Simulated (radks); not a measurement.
Values are calculated unless marked as measured or tabulated.
Mn, 25 electrons, occupied as [Ar] 3d5 4s2.

Level of theory: non-relativistic Kohn-Sham, TPSS, spin-polarised, spherical densities, point nucleus; open shells are filled with parallel spins first; meta-GGA in the generalised Kohn-Sham scheme (a radial shooting solver on a logarithmic mesh with Libxc functionals).

Energy parts (eV):
| part | energy |
|---|---|
| total | -31320.911 |
| kinetic | 31295.826 |
| electron-nucleus | -74423.026 |
| Hartree | 13222.985 |
| exchange-correlation | -1416.695 |

Orbitals (lengths in bohr, moments of r in powers of bohr):
\begin{tabular}{lrrrrr}
orbital & occ. & eigenvalue (eV) & <r^2> & <r> & <r^4> \\ \hline
1s up & 1 & -6386.607 & 0.005076 & 0.06152 & 0.00006581 \\
1s down & 1 & -6386.616 & 0.005076 & 0.06152 & 0.00006581 \\
2s up & 1 & -735.4417 & 0.09405 & 0.2823 & 0.01544 \\
2s down & 1 & -733.4493 & 0.09368 & 0.2818 & 0.01531 \\
2p up & 3 & -628.8702 & 0.07588 & 0.2485 & 0.01172 \\
2p down & 3 & -627.2817 & 0.07551 & 0.2479 & 0.01159 \\
3s up & 1 & -86.8325 & 0.8521 & 0.8594 & 1.178 \\
3s down & 1 & -81.5291 & 0.8581 & 0.8622 & 1.199 \\
3p up & 3 & -56.4086 & 0.9694 & 0.9069 & 1.653 \\
3p down & 3 & -51.0882 & 0.9845 & 0.9131 & 1.726 \\
3d up & 5 & -8.4462 & 1.863 & 1.183 & 9.865 \\
3d down & 0 & -3.6790 & 2.686 & 1.363 & 27.01 \\
4s up & 1 & -5.4582 & 10.72 & 3.040 & 196.5 \\
4s down & 1 & -4.3805 & 12.92 & 3.336 & 289.1 \\
\end{tabular}

The highest occupied level is 4s down at -4.381 eV. The density falls to 0.001 e/bohr^3 at r = 4.58 bohr.
